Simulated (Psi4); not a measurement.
Pair of molecules, SMILES B with SMILES P, pulled apart as rigid monomers along the line of their centres of mass from the B3LYP-D3(BJ)/def2-TZVP minimum (SMILES order as in the coordinates).
Starting geometry (charge 0, multiplicity 1):
| atom | x (Å) | y (Å) | z (Å) |
|---|---|---|---|
| B | -0.0303 | -0.0774 | 0.6721 |
| H | 1.0967 | -0.4211 | 0.4177 |
| H | -0.8416 | -0.9688 | 0.6552 |
| H | -0.3837 | 0.9320 | 0.1159 |
| P | 0.0544 | 0.4299 | 2.5320 |
| H | -1.1256 | 0.8877 | 3.1451 |
| H | 0.4453 | -0.5473 | 3.4648 |
| H | 0.9304 | 1.4694 | 2.8927 |

All values below come from SAPT0/jun-cc-pV(D+d)Z in Psi4 1.11.

```csv
B1···P5 (Å),electrostatics (meV),exchange (meV),induction (meV),dispersion (meV),total
1.74,-4258.0,8591.6,-4871.1,-1194.4,-1731.9
1.93,-2992.7,5374.8,?,-818.1,-1810.6
2.22,-1678.7,2578.2,-1793.9,-464.1,-1358.6
2.70,-629.3,?,-550.9,-185.6,-666.4
```

Question: Some entries are withheld; supply them.

Answer: 
- 1.93, induction (meV): -3374.7
- 2.70, exchange (meV): 699.4
